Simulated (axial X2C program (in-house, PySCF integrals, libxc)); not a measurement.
FeH⁺: properties at the nuclei

Computed with an in-house all-electron X2C program for linear molecules (integrals from PySCF): two-component X2C with atomic mean-field Coulomb and Gaunt terms, Gaussian nuclei, basis Fe dyall-cv3z, H dyall-v3z with contracted cores.

R = 1.551 Å (near the PBE0 minimum at charge 1 of the determinant lowest at the starting distance; the state shown can have its own minimum elsewhere).

Input and command:
```json
{"zs": [26, 1], "q": 1, "bas": ["dyall-cv3z", "dyall-v3z"], "r0": 1.48, "levels": ["PBE0", "HF", "PBE", "B3LYP", "TPSSh"], "nst": 3}
```
```bash
python soeom.py task.json out
```

Keys: zs atomic numbers; q charge; bas basis sets; r0 starting distance in Å; levels methods; nst determinants followed.

Determinant lowest in the PBE0 search, Ω = 3 (⟨Sz⟩ = 2.00, ⟨Lz⟩ = 1.00 at PBE0), spin on the atoms Fe 2.07, H -0.07:

| level | Eeff magnitude (GV/cm) | Ws magnitude Fe (kHz) | A∥/gI Fe (MHz) | qzz Fe (a.u.) | A∥/gI H (MHz) | qzz H (a.u.) |
| --- | --- | --- | --- | --- | --- | --- |
| PBE0 | 0.379 | 0.0411 | 452 | -2.13 | -1.96 | 0.10 |
| HF | 0.345 | 0.0376 | 384 | -2.18 | -10.3 | 0.12 |
| PBE | 0.411 | 0.0462 | 506 | -2.20 | 1.1 | 0.09 |
| B3LYP | 0.363 | 0.0394 | 471 | -2.15 | -1.22 | 0.10 |
| TPSSh | 0.398 | 0.0435 | 465 | -2.15 | -0.866 | 0.10 |

Eeff is the effective electric field on the electron electric dipole moment in this Ω state and Ws the scalar–pseudoscalar constant of the nucleus named (defined with the proton number Z and per Ω); A∥ (defined per Ω) follows by multiplying with gI = μI/(I μN); qzz is the electric field gradient, eQq0 = 234.96 MHz × Q/barn × qzz. The operators were transformed with the bare-nucleus X2C matrices; with these basis sets, hyperfine constants and field gradients can be off by tens of per cent, and where levels differ in sign neither size nor sign is settled.

**Question.** With gI(57Fe) = 0.1809 (g factors from the IAEA table of nuclear moments by Stone), turn the PBE0 values of the first state into constants in MHz.

**Answer.** A∥(57Fe) = 452 × 0.1809 = 81.8 MHz.

Each state is one determinant with collinear spin, which with several unpaired electrons need not be a pure state. Unrestricted Hartree–Fock can overshoot spin polarisation at the nuclei. With several open shells hyperfine constants can be off by a factor of several. Open-shell Ω = 0 determinants with evenly filled partner blocks cannot be reached by this program, so the Ω shown need not be the lowest component. At HF a later determinant lies lower. States lie within half an eV, so the first need not be the ground state. Further determinants of the search, some of them spin-mixed, are not shown. Where a field gradient or hyperfine factor spreads by more than a factor of two over the levels, a constant derived from it is not to be relied on.
